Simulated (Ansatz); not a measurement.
Si₅Mo₂. Charge 0, multiplicity 3. Geometry r2SCAN-D4/def2-SVP, that of the charge +1 doublet.

```tsv
atom	x (Å)	y (Å)	z (Å)
Mo1	-0.8238	0.8501	-0.7304
Mo2	-2.0918	-0.1390	0.8472
Si3	1.1582	1.8815	0.3269
Si4	-0.4725	-1.6348	-0.0094
Si5	0.3927	-0.8749	-2.0171
Si6	1.7618	-0.4183	-0.0836
Si7	0.0754	0.3354	1.6666
```

In the def2 sets Mo takes a core potential; there is no spin–orbit coupling. The structure comes from a short search, and lower isomers may exist.

Estimate the α-spin orbital energies around the gap (eV) in Ansatz with PBE-D4/def2-TZVP, r2SCAN-D4/def2-TZVP, PBE0-D4/def2-TZVP.


```json
{"orbital": "HOMO−5", "PBE-D4/def2-TZVP": "-6.10", "r2SCAN-D4/def2-TZVP": "-6.37", "PBE0-D4/def2-TZVP": "-7.16"}
{"orbital": "HOMO−4", "PBE-D4/def2-TZVP": "-5.88", "r2SCAN-D4/def2-TZVP": "-6.02", "PBE0-D4/def2-TZVP": "-6.72"}
{"orbital": "HOMO−3", "PBE-D4/def2-TZVP": "-5.27", "r2SCAN-D4/def2-TZVP": "-5.43", "PBE0-D4/def2-TZVP": "-6.14"}
{"orbital": "HOMO−2", "PBE-D4/def2-TZVP": "-5.26", "r2SCAN-D4/def2-TZVP": "-5.42", "PBE0-D4/def2-TZVP": "-6.07"}
{"orbital": "HOMO−1", "PBE-D4/def2-TZVP": "-4.61", "r2SCAN-D4/def2-TZVP": "-4.89", "PBE0-D4/def2-TZVP": "-5.48"}
{"orbital": "HOMO", "PBE-D4/def2-TZVP": "-4.08", "r2SCAN-D4/def2-TZVP": "-4.31", "PBE0-D4/def2-TZVP": "-4.94"}
{"orbital": "LUMO", "PBE-D4/def2-TZVP": "-3.67", "r2SCAN-D4/def2-TZVP": "-3.68", "PBE0-D4/def2-TZVP": "-3.04"}
{"orbital": "LUMO+1", "PBE-D4/def2-TZVP": "-3.43", "r2SCAN-D4/def2-TZVP": "-3.43", "PBE0-D4/def2-TZVP": "-2.85"}
{"orbital": "LUMO+2", "PBE-D4/def2-TZVP": "-3.10", "r2SCAN-D4/def2-TZVP": "-3.09", "PBE0-D4/def2-TZVP": "-2.46"}
{"orbital": "LUMO+3", "PBE-D4/def2-TZVP": "-3.10", "r2SCAN-D4/def2-TZVP": "-3.01", "PBE0-D4/def2-TZVP": "-2.42"}
{"orbital": "LUMO+4", "PBE-D4/def2-TZVP": "-2.66", "r2SCAN-D4/def2-TZVP": "-2.58", "PBE0-D4/def2-TZVP": "-2.02"}
{"orbital": "LUMO+5", "PBE-D4/def2-TZVP": "-2.56", "r2SCAN-D4/def2-TZVP": "-2.49", "PBE0-D4/def2-TZVP": "-1.98"}
{"orbital": "β HOMO", "PBE-D4/def2-TZVP": "-5.10", "r2SCAN-D4/def2-TZVP": "-5.21", "PBE0-D4/def2-TZVP": "-5.81"}
{"orbital": "β LUMO", "PBE-D4/def2-TZVP": "-3.85", "r2SCAN-D4/def2-TZVP": "-3.67", "PBE0-D4/def2-TZVP": "-3.11"}
```
